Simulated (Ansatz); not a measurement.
Spectroscopic constants of BeN, multiplicity 4 (lowest of 2S+1 = 2, 4 at CCSD(T)/def2-TZVPP on PBE0 minima; our sources give no spin for the ground state, which may be another).

Constants: fifth-degree fit in 1/R to seven points, most abundant isotopes. In def2 and cc sets the state is the lowest found near the PBE0 minimum, followed along R.

Correlated levels freeze the inner cores; with def2 sets outer-core shells near the valence are correlated too. CBS: X⁻³ extrapolation of the correlation energy, Hartree–Fock from the larger set.

Programs: Ansatz (a program for electronic structure) with Gaussian orbitals. Values without a source in brackets are computed.

D_e counts from each atom's lowest state at the same level, without counterpoise or zero-point energy.

```csv
level,r_e (Å),ω_e (cm⁻¹),ω_e x_e (cm⁻¹),D_e (eV),dipole (D)
B97M-V/def2-TZVPP,1.612,918,9.9,1.74,1.24
wB97M-V/def2-TZVPP,1.603,945,9.6,1.71,1.37
CCSD/def2-TZVPP,1.613,925,11,1.18,-
CCSD/aug-cc-pVQZ,1.603,945,10.0,1.40,-
CCSD/def2-QZVPP,1.601,?,10.0,1.39,-
CCSD(T)/def2-TZVPP,1.618,912,11,1.26,-
CCSD(T)/def2-QZVPP,1.606,935,9.9,1.48,-
"CCSD(T)/CBS(aug-cc-pVTZ, aug-cc-pVQZ)",?,?,9.9,-,-
```

Q: Complete the blanks.

A: 
- CCSD(T)/CBS(aug-cc-pVTZ, aug-cc-pVQZ), r_e (Å): 1.604
- CCSD(T)/CBS(aug-cc-pVTZ, aug-cc-pVQZ), ω_e (cm⁻¹): 940
- CCSD/def2-QZVPP, ω_e (cm⁻¹): 948
